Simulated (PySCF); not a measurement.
**A small calculation by hand: refractive index and permittivity of the vapour**

B(H)2(PH2) (BH4P), SMILES BP.

The structure is a stationary point at B3LYP-D3(BJ)/def2-TZVP.

M06-2X/def2-TZVPD (PySCF) gives a mean static polarisability of 45.1 bohr³ and a dipole moment of 0.72 D. Take an ideal gas at 298.15 K and 1 bar, whether or not the substance is that volatile.

Q: Work out n − 1 in the optical limit and the static ε − 1.

A: 
Polarisability volume α' = 45.1 × 0.148185 = 6.68 Å³. Number density N = p/kT = 2.43e-5 Å⁻³.
Dilute limit of Lorentz–Lorenz: n − 1 = 2π N α' = 0.0010.
Orientation term of Debye: μ²/(3kT) = 8.098 Å³ × μ²(D²) = 4.20 Å³.
ε − 1 = 4π N (α' + μ²/3kT) = 0.0033. Orientation of the dipole supplies 39 % of the static response; it can't follow optical fields. Vibrational polarisation and dispersion are left out.
